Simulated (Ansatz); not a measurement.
C2H4BN can be A, `BN=C=C`, or B, `BC1C=N1`.

Computed with Ansatz on PBE0-D4/def2-TZVP structures; ΔE is electronic, products minus reactants. CCSD(T)/CBS is the MP2 limit (def2-TZVPP, def2-QZVPP) plus CCSD(T) − MP2 in def2-TZVPP, frozen cores. DFT in def2-TZVPP.

A:

```xyz
8

B     1.409    0.048   -1.337
N     0.410    0.014   -0.389
C    -0.457   -0.016    0.433
C    -1.406   -0.048    1.334
H     1.659    1.089   -1.865
H     1.987   -0.966   -1.593
H    -1.947    0.854    1.587
H    -1.655   -0.976    1.829
```

B:

```xyz
8

B     0.021    1.134    0.575
C     0.470   -0.234    0.083
C    -0.417   -1.038   -0.787
N    -0.481   -1.484    0.356
H     0.819    2.012    0.732
H    -1.140    1.335    0.781
H     1.520   -0.516    0.048
H    -0.792   -1.209   -1.787
```

Which isomer does CCSD(T)/CBS put lower? Give the gap. (An estimate is asked.)

Computed: A, by 43.6 kcal/mol.

Give E(B) − E(A) in kcal/mol with ωB97M-V, MP2/def2-TZVPP, B2PLYP, CCSD/def2-TZVPP, CCSD(T)/def2-SVP, BLYP-D4, r2SCAN-D4. (An estimate is asked.)

Ansatz gave: ωB97M-V 45.2, MP2/def2-TZVPP 42.6, B2PLYP 48.4, CCSD/def2-TZVPP 43.8, CCSD(T)/def2-SVP 44.6, BLYP-D4 52.4, r2SCAN-D4 49.4. None reverses the order clearly.

Does the order hold for the free energy at 298.15 K (harmonic terms from PBE0-D4)? (Best estimate.)

Computed: Yes: G(B) − G(A) = +43.3 kcal/mol.

Largest T1 diagnostic: 0.017.

From r2SCAN to r2SCAN0 (25 % exact exchange), in def2-TZVPP and without D4, E(B) − E(A) moves by −1.4 kcal/mol. Leaving LDA and LC-ωPBE aside and taking each functional with its dispersion term where it has one, the values, not all of them listed here, spread over 9.4 kcal/mol, from ωB97X-V to BLYP-D4. LDA lies +3.1 kcal/mol from PBE without D4.
